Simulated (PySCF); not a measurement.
## Two-component Hartree-Fock for Ni (nickel, neutral)

Start: [Ar] 3d10. Calculated with PySCF 2.14 in x2c-TZVPall-2c with one added diffuse shell each of s, p, d type (7s8p5d1f, 63 functions): generalised Hartree-Fock with the X2C-1e Hamiltonian and a Gaussian nucleus; one run each with spin-orbit coupling (SO) switched off, then screened by Boettger's factors. This is a chosen level, not necessarily the ground level.

```csv
spinor shell,electrons,"ε, spin-free (eV)","ε, screened SO (eV)",weight of nominal j (screened SO),"rms radius, screened SO (bohr)"
1s1/2,2,-8392.7,-8392.6,1.000,0.0624
2s1/2,2,-1040.0,-1040.0,1.000,0.265
2p1/2,2,-889.38,-901.43,1.000,0.236
3s1/2,2,-125.30,-125.30,1.000,0.802
3p1/2,2,-79.729,-81.361,1.000,0.855
3p3/2,4,-79.729,-78.943,1.000,0.866
3d3/2,4,-7.183,-7.399,1.000,1.40
3d5/2,6,-7.183,-7.045,1.000,1.43
```

(1) Where does 2p3/2 lie, and what is the 2p spin-orbit splitting (screened SO)?

```json
{"quantity": "E (hartree)", "spin-free": "-1518.84063", "screened SO": "-1518.87312"}
{"quantity": "M_J", "spin-free": "0", "screened SO": "0"}
{"quantity": "⟨J²⟩", "spin-free": "0.000", "screened SO": "0.000"}
{"quantity": "⟨L²⟩", "spin-free": "0.000", "screened SO": "0.002"}
{"quantity": "⟨S²⟩", "spin-free": "0.000", "screened SO": "0.002"}
```

Without spin-orbit coupling the j labels of p, d and f shells carry no meaning; the spin-free column gives the mean over the occupied spinors of each nl shell.

## Answers

(1) At -883.51 eV, 17.925 eV above 2p1/2.
